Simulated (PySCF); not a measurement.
Geometry:
| atom | x (Å) | y (Å) | z (Å) |
| --- | --- | --- | --- |
| Si1 | 2.251 | 1.165 | -0.333 |
| Si2 | 1.674 | -0.944 | 0.532 |
| Si3 | -0.243 | -1.716 | -0.583 |
| Si4 | -2.168 | -0.561 | 0.094 |
| C5 | -1.809 | 1.303 | 0.230 |
| Cl6 | -0.613 | 1.586 | 1.538 |
| H7 | 3.410 | 1.000 | -1.266 |
| H8 | 2.640 | 2.127 | 0.741 |
| H9 | 1.120 | 1.741 | -1.127 |
| H10 | 1.445 | -0.907 | 2.008 |
| H11 | 2.795 | -1.902 | 0.260 |
| H12 | -0.052 | -1.499 | -2.054 |
| H13 | -0.461 | -3.180 | -0.355 |
| H14 | -3.282 | -0.747 | -0.890 |
| H15 | -2.622 | -1.038 | 1.435 |
| H16 | -2.712 | 1.878 | 0.481 |
| H17 | -1.386 | 1.713 | -0.698 |

Geometry: PBE0-D3(BJ)/def2-SVP; GIAO shifts from PySCF 2.14, gas phase, non-relativistic, averaged over equivalent atoms.

At wB97X-D/pcSseg-1 (192 basis functions, 69 s wall time on 1 thread of an Arm Neoverse N1, shared host):
```csv
atoms,δ (ppm)
Si4,-57.0
Si1,-99.0
Si2,-113.2
Si3,-115.2
C5,30.8
Cl6,46.5
H14/H15,4.14
H10/H11,3.59
H7/H8/H9,3.54
H12/H13,3.41
H16/H17,2.93
```

δ = σ(ref) − σ, references computed at the same level: ²⁹Si (σref 352.93) and ¹³C (σref 184.54) and ¹H (σref 31.38) vs TMS; ³⁵Cl (σref 939.37) vs HCl.

**Question.** Estimate the result of repeating the calculation with PBE0/pcSseg-1.

**Answer.** 
| atoms | δ at PBE0/pcSseg-1 | change |
| --- | --- | --- |
| Si4 | -57.2 | -0.2 |
| Si1 | -100.6 | -1.6 |
| Si2 | -113.6 | -0.4 |
| Si3 | -115.6 | -0.4 |
| C5 | 31.7 | +0.9 |
| Cl6 | 60.8 | +14.3 |
| H14/H15 | 4.22 | +0.08 |
| H10/H11 | 3.66 | +0.07 |
| H7/H8/H9 | 3.58 | +0.04 |
| H12/H13 | 3.46 | +0.05 |
| H16/H17 | 3.01 | +0.08 |

Chemical shifts δ = σref − σ; TMS for ²⁹Si (σref 351.99), ¹³C (σref 184.41), ¹H (σref 31.27); ³⁵Cl (σref 943.27) against HCl, all at this level.

The largest change is at Cl6 (chlorine bonded to C). Cost: 192 basis functions, 70 s wall time on 1 thread of an Arm Neoverse N1, shared host.

Carbons that carry Cl, above all several Cl atoms, come out too deshielded, partly because spin–orbit coupling is missing.
